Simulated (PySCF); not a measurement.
Gas-phase reaction: 6 ZnCH3 ⇌ 3 ZnH2 + 3 Zn + 2 C3H6 (cyclic)

Method: PySCF energies plus ideal-gas RRHO corrections (1 bar). † marks an energy on the PBE0/def2-TZVP geometry and frequencies; other levels use their own. MP2 and CCSD(T) freeze the core. 6-31G* has spherical d functions here. Open shells (unrestricted): ZnCH3 (multiplicity 2); the rest are closed-shell singlets. B3LYP is the form with VWN-RPA correlation. Zn: all electrons, no relativistic terms. ZnCH3, ZnH2: computed as isolated molecules; such fragments, hydroxides, amides, oligomers or adducts are transient or little studied in the gas. MP2 isn't extrapolated to the basis-set limit. CCSD(T) isn't extrapolated to the basis-set limit.

```tsv
level	ΔH°(298 K), kJ
B3LYP/6-31G*	?
BLYP/def2-TZVP†	-307
CCSD(T)/def2-TZVPP†	-302
HF/6-31G*	-43
M06-2X/def2-TZVP†	?
MP2/def2-TZVPP†	-284
PBE/def2-SVP	?
PBE0/def2-QZVP†	?
PBE0/def2-SVP†	-276
ωB97M-V/def2-TZVP†	-338
```

Complete the blanks.


- B3LYP/6-31G*, ΔH°(298 K), kJ: -87
- M06-2X/def2-TZVP†, ΔH°(298 K), kJ: -253
- PBE/def2-SVP, ΔH°(298 K), kJ: -270
- PBE0/def2-QZVP†, ΔH°(298 K), kJ: -267
